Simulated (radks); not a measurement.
Numerical settings for the tin ion Sn2+, [Kr] 4d10 5s2. Method: scalar-relativistic Kohn-Sham, LDA (Slater exchange, Perdew-Wang correlation), spin-polarised, spherical densities, point nucleus; computed with a radial shooting solver on a logarithmic mesh with Libxc functionals. The defaults (mesh step 0.008 in ln r, mesh end at 40 bohr or more with all orbitals vanishing there, Anderson mixing 0.5 over 9 steps, residual threshold near 1e-9 with the energy settled to 1e-9 hartree or 1e-11 of itself, here a cap of 54 iterations) give E = -6171.0824 hartree and 5s at -26.530 eV in 14 iterations. Run on one thread of a shared host, so times are rough (Arm Neoverse V2): 0.2 s of CPU time, 0.2 s wall, 14 iterations on 2541 mesh points. Changes against that run (0 stands for a change within the tolerance of the run):

| setting | iterations | converged | E (mhartree) | e(5s) (meV) | CPU (s) |
|---|---|---|---|---|---|
| mesh step in ln r 0.02 | 14 | yes | 0 | 0 | 0.09 |
| mesh step in ln r 0.05 | 14 | yes | +0.0336 | +0.00669 | 0.04 |
| mesh step in ln r 0.12 | 2 | no | diverged | - | 0.03 |
| mesh end (bohr) 8 | 14 | yes | +0.0136 | +0.799 | 0.19 |
| mesh end (bohr) 3 | 14 | yes | +723 | +1.14e+04 | 0.18 |
| residual threshold 0.001 | 9 | yes | -0.000456 | -0.973 | 0.15 |
| residual threshold 1e-16 | 54 | no | 0 | 0 | 0.37 |
| mixing 0.2 | 17 | yes | 0 | 0 | 0.23 |
| linear mixing, mixing 0.5 | 30 | yes | 0 | 0 | 0.34 |
| linear mixing, mixing 0.2 | 54 | no | +0.0002 | -0.0196 | 0.66 |
| mixing history 20 | 17 | yes | 0 | 0 | 0.23 |
| iteration cap 8 | 8 | no | -0.000456 | -0.973 | 0.13 |

Settings that end as converged yet miss the energy by more than 1 mhartree: mesh end (bohr) 3 (+0.723 hartree). A mesh that ends early acts as a hard wall.
